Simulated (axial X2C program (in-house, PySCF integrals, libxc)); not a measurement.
SiTe: from the spin-free to the two-component result

Computed with an axial X2C code built on PySCF integrals. Spin-free means the one-electron spin-free X2C Hamiltonian; two-component (2c) means X2C with spin–orbit coupling and atomic mean-field two-electron Coulomb and Gaunt terms, so the difference of the two also holds small scalar two-electron terms. Basis: Te dyall-cv3z [11s12p8d4f1g], Si dyall-v3z [8s7p2d1f] (cores contracted in-house); Gaussian nuclei, density fitting, unrestricted open shells. Masses: Te 129.906 u, Si 27.977 u.

Spin-free state: M_S = 0, Λ = 0 (closed shell); fragments Te + Si.

| level | Re (Å) | ωe (cm⁻¹) | De (eV) | μ (D) |
| --- | --- | --- | --- | --- |
| PBE0 | 2.273 | 495.3 | 4.592 | 0.80 |
| HF | 2.257 | 524.7 | 2.352 | 1.43 |
| CCSD | 2.282 | 497.9 | 4.171 | n/a |
| CCSD(T) | 2.299 | 476.0 | 4.467 | n/a |
| B3LYP | 2.290 | 477.5 | 4.565 | 0.91 |

Correlated methods: 10 electrons correlated (number of frozen shells: Te 4 s, 3 p, 2 d; Si 2 s, 1 p), 218 virtual spin orbitals or spinors in MP2, 88 natural virtuals in coupled cluster.

Dipoles are positive if Si is the positive end.

Two-component determinant lowest at the distance of the search:

Ω = 0 (closed shell); fragments Te + Si.

| level | Re (Å) | ωe (cm⁻¹) | De (eV) | μ (D) |
| --- | --- | --- | --- | --- |
| PBE0 | 2.276 | 491.6 | 4.344 | 0.76 |
| HF | 2.260 | 519.6 | n/a | 1.37 |
| CCSD | 2.285 | 493.5 | 3.889 | n/a |
| CCSD(T) | 2.301 | 473.9 | 4.178 | n/a |
| B3LYP | 2.293 | 473.4 | 4.241 | 0.87 |

**Question.** From the two tables, how do the constants change at the CCSD(T) level (2c against spin-free)?

**Answer.** At the CCSD(T) level Re goes up by 0.002 Å and ωe goes down by 2.1 cm⁻¹; De is not compared, since the atomic limits differ or miss part of their spin–orbit lowering.

One determinant describes the state; a PBE0 search over occupations chose it and may have missed a lower one. The closed shell is kept restricted, so the energy runs too high when the bond is stretched far. De is counted from the lowest determinant-based energies of the atoms at the same level, without counterpoise correction. De is not given where an atomic determinant may have missed its ground term or J level, or where the truncated virtual space spoils (T). Coupled cluster ran in a truncated set of natural virtual spinors; the MP2 energy of the rest was added. (T) has no such correction and the atoms are truncated less, which lowers De at CCSD(T) by a hundredth of an eV or more. The 2c atoms are single determinants rather than J levels; their spin–orbit lowering is only partly caught, and De is too large by that part. This holds for PBE0, CCSD, CCSD(T), B3LYP. Without a current term, density functionals place determinants with orbital angular momentum somewhat too high. The T1 diagnostic is large, a sign of multireference character. With the outer-core shells frozen, correlated bond lengths of heavy atoms tend to come out a few hundredths of an ångström too long.
